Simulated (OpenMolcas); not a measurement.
**Levels of As3+ by method**

- Program: OpenMolcas 26.06
- Basis: ANO-RCC-VDZP [5s4p2d]
- Scalar Hamiltonian: DKH2, point nucleus
- Active space: 2 electrons in 4 orbitals (4s 4p)
- State averaging: 2S+1 = 3 even, 3 roots; 2S+1 = 1 even, 7 roots; 2S+1 = 3 odd, 3 roots; 2S+1 = 1 odd, 3 roots
- Spin-orbit coupling: state interaction with AMFI integrals over the reference wave functions, term energies averaged over their components

Methods on the same reference wave functions:
A. CASSCF
B. SS-CASPT2, IPEA 0.25 Eh, imaginary shift 0.1 Eh (closed shells correlated: 3d)
C. MS-CASPT2, IPEA 0.25 Eh, imaginary shift 0.1 Eh (closed shells correlated: 3d)

Energies in eV above 4s2 1S0, the measured ground level; measured values from Moore, Atomic Energy Levels, vol. II, NSRDS-NBS 35 (1971 reprint of NBS Circular 467, 1952).

```tsv
Level	A	B	C	Measured
4s2 1S0	0.0000	0.0000	0.0000	0.0000
4s 4p 3P* 0	9.2833	9.263	9.264	
4s 4p 3P* 1	9.3865	9.366	9.367	9.5421
4s 4p 3P* 2	9.6046	9.584	9.586	9.8558
4s 4p 1P* 1	14.8810	14.296	14.297	13.8890
4p2 3P0	22.5516	22.530	22.531	
4p2 3P1	22.6749	22.656	22.657	22.4992
4p2 3P2	22.8692	22.813	22.814	22.8619
4p2 1D2	24.2588	23.279	23.280	
4p2 1S0	27.2843	26.637	26.639	26.2453
```

Deviations, from unrounded energies. A percentage is the sum of absolute deviations over the sum of measured energies, with the sign that they share, or ± where signs differ.

```json
{"Against measurement": "mean absolute deviation (cm-1)", "Levels": "6", "A": "3500", "B": "2000", "C": "2000"}
{"Against measurement": "other configurations (%)", "Levels": "6", "A": "±2.5", "B": "±1.4", "C": "±1.4"}
```

B, C lie about equally close to measurement and A furthest from it. The largest miss of B in the table is 4s 4p 1P* 1, by +3300 cm-1. The ranking rests on the paired levels alone, and a cruder setting can come out closer through cancelling errors.

Between B and C the level of the table that moves most is 4p2 1S0, by 19 cm-1 (lowest in B, highest in C).

The lowest spin-free term lies below A's lowest term by 0.013 hartree in B, 0.013 hartree in C.

Over all roots computed the reference weight is 0.94 to 1.00 in B, 0.94 to 1.00 in C; the roots of lowest weight are the least certain, and an intruder state may touch them. The ¹D term of p² mixes with s d, which this space lacks. The basis is small and was not contracted for so high a charge. Computed and measured levels are paired by configuration, term and J; levels that our copy of the source lacks, or whose pairing is in doubt (as where it misses far off the trend of its configuration), stay unpaired and out of the deviations. Levels of configurations outside the active space are missing.

* marks odd parity.
